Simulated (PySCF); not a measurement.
**Computed properties of SnHCl, SMILES [Cl][SnH]**

SnHCl, SMILES [Cl][SnH] (connectivity only; charge and spin as stated), neutral, multiplicity 1. Coordinates come from a r2SCAN-D4/def2-TZVP optimisation. The def2 effective core potentials stand for the cores of Sn; spin–orbit coupling is left out. One conformer was computed; it need not be the lowest. All values are computed for the isolated molecule unless a solvent is named; none is compared with measurement here.

**Structure.** The optimised structure has Cs symmetry. All 3 harmonic modes at r2SCAN-D4/def2-TZVP (PySCF) are real, so it is a minimum.

**Vibrations.** The strongest infrared lines (harmonic, unscaled, degenerate partners summed) lie at 1704 cm⁻¹ (427 km/mol, H 99 %), 347 cm⁻¹ (61 km/mol, Cl 77 %, Sn 23 %), 600 cm⁻¹ (30 km/mol, H 97 %). The softest mode is at 347 cm⁻¹ and the zero-point energy is 3.8 kcal/mol.

**Electronic structure.** B3LYP/def2-TZVPD (PySCF) places the frontier levels at -6.90 and -3.35 eV, a gap of 3.55 eV, and gives a dipole moment of 2.79 D and a mean polarisability of 59.6 bohr³.

**Excitations.** TDDFT-PBE0/def2-TZVPD (PySCF) has S1 at 2.67 eV (464 nm, f = 0.013, weak); the most intense of the 10 singlets computed lies at 7.11 eV (f = 0.21). T1 (TDA) is at 1.86 eV.
